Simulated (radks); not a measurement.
Numerical settings for the promethium ion Pm3+, [Xe] 4f4. Calculated with a radial shooting solver on a logarithmic mesh with Libxc functionals: Dirac Kohn-Sham, PBE, spin-unpolarised, spherical densities, finite nucleus; open shells are shared between the two j in proportion to 2j + 1; Fermi nuclear charge, rms radius 4.962 fm. The defaults (mesh step 0.008 in ln r, mesh end at 40 bohr or more with all orbitals vanishing there, Anderson mixing 0.5 over 9 steps, residual threshold near 1e-9 with the energy settled to 1e-9 hartree or 1e-11 of itself, here a cap of 81 iterations) give E = -10025.0638 hartree and 4f7/2 at -31.397 eV in 14 iterations. Run on one thread of a shared host, so times are rough (Arm Neoverse V2): 0.13 s of CPU time, 0.13 s wall, 14 iterations on 2213 mesh points. Changes against that run (0 stands for a change within the tolerance of the run):

| setting | iterations | converged | E (mhartree) | e(4f7/2) (meV) | CPU (s) |
|---|---|---|---|---|---|
| mesh step in ln r 0.2 | 4 | no | diverged | - | 0.01 |
| mesh step in ln r 0.12 | 4 | no | diverged | - | 0.01 |
| mesh step in ln r 0.012 | 14 | yes | 0 | 0 | 0.09 |
| mesh end (bohr) 20 | 14 | yes | 0 | 0 | 0.13 |
| mesh end (bohr) 8 | 14 | yes | 0 | +0.0258 | 0.12 |
| residual threshold 1e-13 | 26 | yes | 0 | 0 | 0.18 |
| residual threshold 1e-16 | 81 | no | 0 | 0 | 0.34 |
| mixing 0.2 | 17 | yes | 0 | 0 | 0.15 |
| linear mixing, mixing 0.2 | 81 | no | 0 | 0 | 0.51 |
| linear mixing, mixing 0.8 | 81 | no | 0 | -0.0744 | 0.65 |
| mixing history 3 | 16 | yes | 0 | 0 | 0.14 |
| iteration cap 2 | 2 | no | +1.83e+03 | -3.49e+04 | 0.03 |

No run marked as converged misses the energy by more than 1 mhartree. A mesh that ends early acts as a hard wall.
